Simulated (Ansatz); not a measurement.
Program: Ansatz. Geometries: PBE0-D4/def2-TZVP. ΔE: electronic, gas phase. CCSD(T)/CBS adds triple-zeta CCSD(T) − MP2 to the extrapolated MP2 energy (def2 sets, frozen cores). This one scheme is used for every species. Functionals use def2-TZVPP. B3LYP here is the variant with VWN-RPA as its local correlation; programs differ in this. HSE06 is defined as in plane-wave codes. Each species was taken in one conformer, which may not be the lowest.

Consider the formal hydrolysis of the Si–C bond: `CC[Si]F` + H₂O → `O[Si]F` + `CC`.

Is it downhill or uphill in electronic energy at CCSD(T)/CBS, and by how much? (Best estimate.)

Ansatz gave: Downhill: ΔE = -171.9 kJ/mol.

What do these levels give: PBE-D4, B97M-V, B3LYP-D4, ωB97X-V, ωB97M-V, PBE-QIDH, PBE, BLYP, r2SCAN, HSE06, BHLYP, LC-ωPBE? (Estimate.)

Computed: PBE-D4 -169.6, B97M-V -182.6, B3LYP-D4 -179.4, ωB97X-V -178.2, ωB97M-V -179.5, PBE-QIDH -176.2, PBE -173.7, BLYP -186.6, r2SCAN -180.3, HSE06 -173.9, BHLYP -188.1, LC-ωPBE -177.3 kJ/mol.

Largest T1 diagnostic among the species: 0.015.

The D4 term adds +6.7 kJ/mol with B3LYP and +3.6 kJ/mol with PBE0; it sums over pairs of atoms, weighted by their polarisabilities, and B3LYP, whose exchange is more repulsive, gets the larger term. In def2-TZVPP, CCSD(T) changes the Hartree–Fock value by +15.4 kJ/mol (the triples alone add +1.5 kJ/mol) and MP2 by +12.1 kJ/mol. Leaving LDA and LC-ωPBE aside and taking each functional with its dispersion term where it has one, the values, not all of them listed here, spread over 19.0 kJ/mol, from B2PLYP to revPBE-D4.
